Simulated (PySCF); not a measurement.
# Mayer bond orders and bond lengths

Species: C6H9FO2Si.
Numbering: `[O:1]=[C:2]([OH:3])[C:4]1=[CH:5][C@H:6]1[SiH2:7][CH2:8][CH2:9][F:10]` (hydrogens: H11 on O3; H12 on C5; H13 on C6; H14, H15 on Si7; H16, H17 on C8; H18, H19 on C9)

Cartesian coordinates in Å at the GFN2-xTB level; atoms count from 1:
```xyz
19
C6H9FO2Si angstrom
O      3.6259   -0.3950    0.5282
C      2.4230   -0.4675    0.5925
O      1.7509   -1.6120    0.3525
C      1.5422    0.6237    0.9190
C      1.3592    1.8663    1.2765
C      0.0994    1.0827    1.0480
Si    -0.9757    1.3316   -0.4918
C     -1.2931   -0.3812   -1.2792
C     -1.6802   -1.4198   -0.2430
F     -2.7107   -0.9533    0.5459
H      2.3784   -2.3211    0.1442
H      1.7605    2.8069    1.5651
H     -0.4296    0.7617    1.9447
H     -0.2524    2.1583   -1.4649
H     -2.2350    1.9600   -0.0918
H     -0.4031   -0.7440   -1.7916
H     -2.0843   -0.3024   -2.0248
H     -0.8458   -1.6349    0.4304
H     -2.0391   -2.3506   -0.6964
```

Bond orders from the PBE0/pcSseg-1 density (PySCF). Geometry: GFN2-xTB, one conformer, isolated molecule.

(1) Where do the orders between heavy atoms depart from those drawn in the SMILES?

(2) Give the Mayer order of every bond, beside its length.

Answers

(1) The largest departure is 0.355, at C4–C5 (drawn double, 1.645). Drawn single, order above 1.12: C2–O3 (1.145). Drawn single, order below 0.88: C6–Si7 (0.858), C9–F10 (0.863) and C6–C4 (0.850). Drawn double or triple, more than 0.30 short of the drawn order: C4–C5 (1.645).

(2) 
| bond | drawn as | length (Å) | Mayer order |
| --- | --- | --- | --- |
| O1–C2 | double | 1.207 | 1.943 |
| C2–O3 | single | 1.349 | 1.145 |
| C2–C4 | single | 1.440 | 0.979 |
| C4–C5 | double | 1.306 | 1.645 |
| C5–C6 | single | 1.501 | 0.917 |
| C6–Si7 | single | 1.894 | 0.858 |
| Si7–C8 | single | 1.912 | 0.883 |
| C8–C9 | single | 1.517 | 1.056 |
| C9–F10 | single | 1.379 | 0.863 |
| C6–C4 | single | 1.520 | 0.850 |
| O3–H11 | single | 0.970 | 0.927 |
| C5–H12 | single | 1.063 | 1.046 |
| C6–H13 | single | 1.089 | 0.931 |
| Si7–H14 | single | 1.467 | 0.949 |
| Si7–H15 | single | 1.463 | 0.952 |
| C8–H16 | single | 1.089 | 0.936 |
| C8–H17 | single | 1.090 | 0.943 |
| C9–H18 | single | 1.094 | 0.941 |
| C9–H19 | single | 1.096 | 0.960 |

By pair of heavy elements: C–O: lowest C2–O3 (1.145, 1.349 Å), highest O1–C2 (1.943, 1.207 Å). C–C: lowest C6–C4 (0.850, 1.520 Å), highest C4–C5 (1.645, 1.306 Å); in 2 of the 10 pairs the longer bond (by over 0.003 Å) has the higher order (by 0.02 or more). C–Si: lowest C6–Si7 (0.858, 1.894 Å), highest Si7–C8 (0.883, 1.912 Å); in 1 of the 1 pairs the longer bond (by over 0.003 Å) has the higher order (by 0.02 or more).

Task: Sum the orders of all bonds at each heavy atom with more than one neighbour and set the sums beside the valence in the SMILES.

Result: C2 4.067 (drawn 4), O3 2.072 (drawn 2), C4 3.474 (drawn 4), C5 3.608 (drawn 4), C6 3.556 (drawn 4), Si7 3.642 (drawn 4), C8 3.818 (drawn 4), C9 3.820 (drawn 4). Orders between atoms that aren't bonded are not in these sums.

For a closed shell the Mayer order of atoms A and B is Σ (PS)μν (PS)νμ over the basis functions μ on A and ν on B, with P the density and S the overlap matrix.
